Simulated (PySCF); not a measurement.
Q: Write Cartesian coordinates for `FC(F)[SiH2]P` as optimised with PBE0-D3(BJ)/def2-SVP.

A: 
```xyz
10
CH5F2PSi angstrom
F     -0.8221   -1.6126   -0.9820
C     -1.3309   -0.6455   -0.1691
F     -1.5791   -1.2025    1.0436
Si    -0.0361    0.7690    0.0105
P      1.8216   -0.1741    0.8826
H     -2.2986   -0.3243   -0.5987
H      0.1472    1.3877   -1.3371
H     -0.5815    1.7870    0.9553
H      2.0745   -0.9224   -0.3083
H      2.6534    0.9175    0.4799
```

Any rigid rotation of these coordinates is as good. Atoms count from 1 in this order. Si4 (SiH2 silicon) is distorted tetrahedral (angles from 106.4° to 114.9°). P5 (three-coordinate phosphorus) is pyramidal (angles 93.6°, 92.9° and 92.4°, sum 278.9°, 0.87 Å off the plane of its three neighbours).

Bonds between heavy atoms (Å): F1–C2 1.362, C2–F3 1.357, C2–Si4 1.926, Si4–P5 2.259.

Method: PySCF, PBE0-D3(BJ)/def2-SVP geometry optimisation, gas phase.

Not checked by PBE0-D3(BJ)/def2-SVP frequencies. The numbers are those of one conformer (F1–C2–Si4–P5 -59°, C2–Si4–P5–H 68° and 162°).
